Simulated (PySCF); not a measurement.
C7H9O (doublet state).
Atom-mapped SMILES: `[CH2:1][O:2][C:3]1=[CH:4][CH:5]=[C:6]([CH3:7])[CH2:8]1` (hydrogens: H9, H10 on C1; H11 on C4; H12 on C5; H13, H14, H15 on C7; H16, H17 on C8)

Structure used (GFN2-xTB), in Å, numbered top down from 1:
```
atom  x, y, z in Å
C1     3.124    0.251    0.359
O2     2.314   -0.795    0.201
C3     0.992   -0.699    0.195
C4     0.133   -1.754    0.039
C5    -1.207   -1.263    0.086
C6    -1.217    0.076    0.268
C7    -2.385    0.990    0.371
C8     0.200    0.570    0.356
H9     4.168    0.021    0.326
H10    2.755    1.250    0.476
H11    0.416   -2.781   -0.097
H12   -2.074   -1.890   -0.013
H13   -2.374    1.723   -0.438
H14   -3.313    0.427    0.315
H15   -2.365    1.540    1.313
H16    0.426    1.293   -0.433
H17    0.401    1.054    1.315
```

The hyperfine couplings belong to this conformer and change with its torsions.

Level of theory: PySCF 2.14.0, UKS B3LYP, pcH-1 on C H O, non-relativistic, mean-field spin-orbit, GIAO. Isolated species at its GFN2-xTB geometry (one conformer only). A GFN2-xTB geometry isn't a minimum of the functional, and hyperfine couplings can be far from their values at a DFT geometry. The SCF solution wasn't tested for stability.

(1) Break the g tensor into its mass correction, gauge correction and orbital-Zeeman/spin–orbit terms.

(2) What are the electron Larmor frequencies g μB B/h along the three axes at 1200 mT?

(3) What effective moment and Curie constant follow for a powder?

(4) In a frozen sample, at which fields do the three g values resonate at 9.5, 34, 94 and 263 GHz (hyperfine left aside), and which band first spreads them over more than twice a line width of 0.5 mT?

## Answers

(1) 
| Δg (ppm) | 1 | 2 | 3 |
| --- | --- | --- | --- |
| relativistic mass correction | -176 | -176 | -176 |
| gauge correction | -7 | 45 | 33 |
| orbital Zeeman/spin–orbit | -11 | 823 | 1808 |
| total | -195 | 692 | 1665 |

So g = 2.00212, 2.00301, 2.00398 and g_iso = 2.00304; the tensor is rhombic: the two nearest values differ by 48 % of g3 − g1. Axes: g2 points within 15° of the C5–C6 bond and g3 points within 3° of the C1–H9 bond.

(2) 33.6267, 33.6416, 33.6579 GHz for g1, g2 and g3, a range of 31.2 MHz.

(3) With the mean of g² = 4.0122 and S(S+1) = 0.75: μ_eff = √(⟨g²⟩S(S+1)) = 1.735 μB and χT = 0.12505·⟨g²⟩·S(S+1) = 0.376 cm³ K/mol (cgs; spin-Hamiltonian part alone).

(4) 
| band | GHz | B(g3) mT | B(g2) mT | B(g1) mT | spread mT |
| --- | --- | --- | --- | --- | --- |
| X | 9.5 | 338.70 | 338.87 | 339.02 | 0.31 |
| Q | 34.0 | 1212.20 | 1212.79 | 1213.32 | 1.13 |
| W | 94.0 | 3351.37 | 3353.00 | 3354.48 | 3.11 |
| J | 263.0 | 9376.70 | 9381.25 | 9385.41 | 8.71 |

The spread grows in proportion to the frequency. Q band is the first where it exceeds 1.0 mT.

Largest spin populations (Mulliken): C1 (+0.88), C4 (+0.19), C6 (+0.14) and C3 (-0.12). The positive populations add up to 1.31 and the negative ones to -0.31, together 2S = 1. The angles at C1 add up to 360.0°, so it is planar; its axial dipolar tensor and the negative couplings of its protons fit spin in a p orbital normal to that plane.

The HOMO–LUMO gaps are 4.05 eV among the α and 3.89 eV among the β orbitals.

Time: 89 s wall (grids of density and orbitals included); peak memory 0.96 GiB. Hardware: an Arm Neoverse V1 with one thread, shared host with 32 logical CPUs at a one-minute load of 28.
